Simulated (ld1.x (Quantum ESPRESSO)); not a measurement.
**Al: one change to a TM potential, before and after**

aluminium, norm-conserving Troullier–Martins (Kleinman–Bylander form), made with ld1.x (Quantum ESPRESSO) 7.5 (PBE, scalar-relativistic). Core [Ne], reference 3s2 3p0 (charge +1). Waves: 3p (bound, empty): rc 2.45 bohr; 3d channel at 0.3 Ry: rc 1.80 bohr; 3s (bound): rc 1.95 bohr. Local part: the s channel. Core correction: a·sin(br)/r model core inside 1.15 bohr.

All-electron outer shells of the reference configuration (PBE, scalar-relativistic, ld1.x):

| shell | level (eV) | outermost node (bohr) | outermost maximum (bohr) |
| --- | --- | --- | --- |
| 3s | -14.81 | 0.80 | 2.01 |
| 3p | -9.05 | 0.81 | 2.39 |

Change: core correction a·sin(br)/r model core inside 1.86 bohr.

Cutoffs: the cutoffs (Ry, on a coarse ladder) from which the occupation-weighted sum of valence levels, in a spherical-Bessel basis at the reference potential, stays within 10 and 1 mRy of its value at 400 Ry; they do not see the model core or the augmentation charge, which bear on the density cutoff. Errors are all-electron minus pseudo energies relative to the spin-unpolarised reference configuration.

Q: What does the change do?

A: The potential gets neither clearly harder nor softer (10 Ry and 30 Ry → 10 Ry and 30 Ry); of the 7 tests that both files solve, the error grows in 1 and shrinks in 6 by more than 15 % and 0.3 meV (median size 2.7 → 1.1 meV); neither file shows a bound ghost. A wider model core is smoother and lowers the density cutoff, which this test does not measure.

| quantity | base | changed |
| --- | --- | --- |
| cutoff, loose | 10 Ry | 10 Ry |
| cutoff, tight | 30 Ry | 30 Ry |
| bound ghosts | none | none |
| error for 3s2 3p1, meV [ΔE -5.76 eV] | +2.7 | +0.7 |
| error for 3s1 3p0, meV [ΔE 19.23 eV] | +4.4 | +7.1 |
| error for 3s2 3p0.5, meV [ΔE -3.68 eV] | +1.0 | +0.1 |
| error for 3s2 3p1.3, meV [ΔE -6.34 eV] | +3.6 | +1.1 |
| error for 3s1 3p1, meV [ΔE 5.81 eV] | -2.3 | +1.1 |
| error for 3s1 3p2, meV [ΔE -0.62 eV] | -2.6 | +0.6 |
| error for 3s0 3p3, meV [ΔE 4.69 eV] | -12 | +4.0 |
| s: phases at 2.66 bohr within 0.05 rad from the reference energy up to (Ry; the scan ends near 5) | 1.7 | 1.7 |
| p: phases at 2.66 bohr within 0.05 rad from the reference energy up to (Ry; the scan ends near 5) | 1.6 | 1.6 |
| d: phases at 2.66 bohr within 0.05 rad from the reference energy up to (Ry; the scan ends near 5) | 3.2 | 3.2 |
